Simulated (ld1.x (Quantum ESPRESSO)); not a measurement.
Which change was made? (Sr, TM)

```
Element                 : strontium (Sr)
Generator               : ld1.x (Quantum ESPRESSO) 7.5
Type                    : norm-conserving Troullier–Martins (Kleinman–Bylander form)
Functional              : PBE
Relativity              : scalar-relativistic
Frozen core             : [Ar] 3d10 4s2
Valence charge          : 8
Reference configuration : 4p6 4d0 5s2 5p0
Partial waves           : 5s (bound): rc 2.80 bohr; 4d (bound, empty): rc 2.40 bohr; 4p (bound): rc 1.60 bohr
Local potential         : the p channel
Core correction         : Bessel-smoothed model core inside 1.05 bohr
```

Cutoffs, loose and tight: the cutoffs (Ry, on a coarse ladder) from which the occupation-weighted sum of valence levels, in a spherical-Bessel basis at the reference potential, stays within 10 and 1 mRy of its value at 400 Ry. They do not see the model core or the augmentation charge, which bear on the density cutoff. Test errors are all-electron minus pseudo excitation energies from the reference, over the configurations 4p6 4d0 5s1 5p0; 4p6 4d0 5s0 5p0; 4p6 4d0 5s1.5 5p0; 4p6 4d1 5s1 5p0; 4p5 4d0 5s2 5p0; 4p6 4d0.5 5s1.5 5p0; 4p6 4d0 5s0 5p2; variants that change the core or the reference have their own tests. The largest error is taken over the tests solved by every variant that gives reliable tests at all, those not shown here included: 4p6 4d0 5s0 5p0; 4p6 4d0 5s0 5p2; 4p6 4d0 5s1 5p0; 4p6 4d0 5s1.5 5p0; 4p6 4d0.5 5s1.5 5p0; 4p6 4d1 5s1 5p0.

The base gives: outcome: generated; cutoff, loose: 40 Ry; cutoff, tight: 80 Ry; bound ghosts: s; largest test error (meV): -14.

Q: After one change the result is: outcome: generated; cutoff, loose: 30 Ry; cutoff, tight: 55 Ry; bound ghosts: s; largest test error (meV): +26. Which change was it?
A. all radii but the core radius scaled by about 0.85 (s 2.38, p 1.36, d 2.04 bohr)
B. all radii but the core radius scaled by about 0.76 (s 2.12, p 1.22, d 1.82 bohr)
C. all radii but the core radius scaled by about 1.14 (s 3.20, p 1.84, d 2.74 bohr)
D. all radii but the core radius scaled by about 1.38 (s 3.86, p 2.20, d 3.30 bohr)
E. all radii but the core radius scaled by about 1.24 (s 3.48, p 1.98, d 2.98 bohr)

A: C. The others give: all radii but the core radius scaled by about 0.85 (s 2.38, p 1.36, d 2.04 bohr) → outcome: generated; cutoff, loose: 45 Ry; cutoff, tight: 90 Ry; bound ghosts: s; largest test error (meV): -24 | all radii but the core radius scaled by about 0.76 (s 2.12, p 1.22, d 1.82 bohr) → outcome: generated; cutoff, loose: 80 Ry; cutoff, tight: 140 Ry; bound ghosts: s; largest test error (meV): -49 | all radii but the core radius scaled by about 1.38 (s 3.86, p 2.20, d 3.30 bohr) → outcome: generated; cutoff, loose: 15 Ry; cutoff, tight: 30 Ry; bound ghosts: s; largest test error (meV): +61 | all radii but the core radius scaled by about 1.24 (s 3.48, p 1.98, d 2.98 bohr) → outcome: generated; cutoff, loose: 25 Ry; cutoff, tight: 35 Ry; bound ghosts: s; largest test error (meV): +40.
